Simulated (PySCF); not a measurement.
Species: C7H18PSi (charge +1).
SMILES with atom numbers: `[CH2:1]=[CH:2][P@+:3]([CH3:4])([CH2:5][SiH3:6])[CH2:7][CH2:8][CH3:9]` (hydrogens: H10, H11 on C1; H12 on C2; H13, H14, H15 on C4; H16, H17 on C5; H18, H19, H20 on Si6; H21, H22 on C7; H23, H24 on C8; H25, H26, H27 on C9)

Cartesian coordinates in Å at the PBE0-D3(BJ)/def2-SVP level; atoms count from 1:
```xyz
27
C7H18PSi angstrom
C     -2.3451   -2.0698    0.5611
C     -1.3886   -1.3107    1.1016
P      0.0368   -0.6906    0.2147
C     -0.0397   -1.2149   -1.5045
C      1.5287   -1.3306    0.9875
Si     3.2146   -0.8657    0.2010
C      0.0355    1.1174    0.3158
C     -1.1856    1.7838   -0.3159
C     -1.1559    3.2946   -0.1432
H     -2.3421   -2.3748   -0.4895
H     -3.1849   -2.4218    1.1673
H     -1.4292   -1.0285    2.1609
H      0.8038   -0.7739   -2.0551
H     -0.9796   -0.8767   -1.9625
H      0.0288   -2.3105   -1.5687
H      1.4379   -2.4301    1.0104
H      1.5236   -0.9890    2.0371
H      3.3489    0.6179    0.2117
H      3.2285   -1.3668   -1.2019
H      4.2667   -1.5152    1.0235
H      0.9730    1.4687   -0.1485
H      0.1105    1.3619    1.3902
H     -2.1042    1.3717    0.1340
H     -1.2278    1.5366   -1.3897
H     -0.2626    3.7358   -0.6113
H     -1.1539    3.5767    0.9207
H     -2.0385    3.7554   -0.6083
```

All values: PBE0/pcSseg-1 (PySCF, non-relativistic), on one gas-phase PBE0-D3(BJ)/def2-SVP geometry that isn't relaxed in the solvent. The solvent is an IEF-PCM continuum (Bondi radii, 1.10 Å for H, scaled by 1.2). Specific hydrogen bonds and non-electrostatic terms are outside this model.

| run | E − E(gas) (kJ/mol) | HOMO (eV) | HOMO–LUMO gap (eV) |
| --- | --- | --- | --- |
| gas | 0.00 | -12.50 | 7.44 |
| P | -163.51 | -9.44 | 7.46 |
| Q | -204.14 | -8.72 | 7.46 |

Problem. The runs were made in acetonitrile and chloroform. Which run belongs to which solvent?

Solution. P = chloroform, Q = acetonitrile. The dielectric constants are 4.711 (chloroform), 35.69 (acetonitrile), and the energy falls further as ε rises. In this model the ground state sees the solvent through ε alone.

Problem. How constant is the ratio of the lowering to 1 − 1/ε?

Solution. 
```tsv
solvent	1 − 1/ε	E − E(gas) (kJ/mol)	ratio (kJ/mol)	polarisation term (kJ/mol)
chloroform	0.788	-163.51	-207.6	-166.70
acetonitrile	0.972	-204.14	-210.0	-210.40
```

The ratio changes by +1.2 % in size from chloroform to acetonitrile. The polarisation term is half the interaction of the solute with the induced surface charges.
